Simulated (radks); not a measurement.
Values are calculated unless marked as measured or tabulated.
Polarisability of the neodymium ion Nd+, [Xe] 4f4 6s1, at imaginary frequency. Level of theory: scalar-relativistic Kohn-Sham, LDA (Slater exchange, Perdew-Wang correlation), spin-polarised, spherical densities, finite nucleus; open shells are filled with parallel spins first (spin-orbit coupling, left out, can overturn this in heavy ions); Fermi nuclear charge, rms radius 4.9123 fm (a radial shooting solver on a logarithmic mesh with Libxc functionals). Response by self-consistent Sternheimer equations with the Hartree and adiabatic LDA kernel, the relativistic mass of each level held fixed and spin-orbit coupling left out.

w (hartree),alpha1(iw) (bohr^3)
0.00266,83.94
0.0143,82.85
0.0360,77.43
0.0697,64.47
0.118,46.38
0.186,30.24
0.280,19.50
0.413,13.09
0.605,9.078
0.892,6.183
1.35,3.900
2.12,2.180
3.59,1.044
6.94,0.3907
17.5,0.08676

Static values: alpha1 = 83.98 bohr^3 (12.44 angstrom^3; uncoupled 149.4). C6 = 771.5, triple-dipole C9 = 44250 atomic units. One-pole (London) frequency 4 C6 / (3 alpha1^2) = 0.146 hartree, against 0.321 for minus the highest occupied eigenvalue.
